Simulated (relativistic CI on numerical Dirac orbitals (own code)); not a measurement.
## Transition arrays of Ho XXXI

Method of calculation: Dirac-Coulomb-Breit CI, KLI orbitals optimised for each configuration, a model potential for QED, valence Slater integrals scaled by 0.9, whole transition arrays (own radial code, finite nucleus).

Configuration list (outside the closed core [Ar] 3d10 4s2): 4p6 4d, 4p6 4f, 4p5 4d2, 4p6 5p, 4p6 5f. Levels of other configurations are missing.

All E1 lines from the levels of 4p6 4d; mean and standard deviation are weighted by gf, and upper levels are sorted by their leading configuration.

```tsv
Upper configuration	Lines	Σgf	Mean (eV)	Mean (nm)	σ (eV)	Strongest line (nm)
4p6 4f	1	2.1	164.75	7.526	0.00	7.526
4p5 4d2	62	42.3	192.30	6.447	18.06	6.105
4p6 5p	3	1.0	393.73	3.149	6.13	3.120
4p6 5f	3	3.2	534.65	2.319	4.81	2.335
```

Σgf per state of the lower configuration in bins of 0.2 nm over the central range (centre: value): 2.3: 0.32, 3.1: 0.06, 3.3: 0.04, 5.9: 0.44, 6.1: 2.25, 6.5: 0.62, 7.1: 0.11, 7.3: 0.04, 7.5: 0.21, 7.7: 0.10, 7.9: 0.37, 8.1: 0.18.

How do configuration mixing and the scaling of the Slater integrals move the arrays?

Slater scale 0.9, no configuration mixing: 4p6 4f 167.4 ± 4.3 eV (Σgf 4.9), 4p5 4d2 187.8 ± 20.8 eV (Σgf 38.1), 4p6 5p 393.8 ± 6.1 eV (Σgf 1.1), 4p6 5f 534.7 ± 4.8 eV (Σgf 3.2); Slater scale 1: 4p6 4f 164.9 ± 0.0 eV (Σgf 2.0), 4p5 4d2 195.7 ± 17.8 eV (Σgf 43.2), 4p6 5p 393.7 ± 6.1 eV (Σgf 1.0), 4p6 5f 534.7 ± 4.8 eV (Σgf 3.2); Slater scale 0.8: 4p6 4f 168.0 ± 4.6 eV (Σgf 3.8), 4p5 4d2 189.5 ± 18.4 eV (Σgf 39.8), 4p6 5p 393.7 ± 6.1 eV (Σgf 1.0), 4p6 5f 534.7 ± 4.8 eV (Σgf 3.2). With mixing, levels are counted to their leading configuration, so an array can shrink or vanish into another, and the sums then hold other lines.
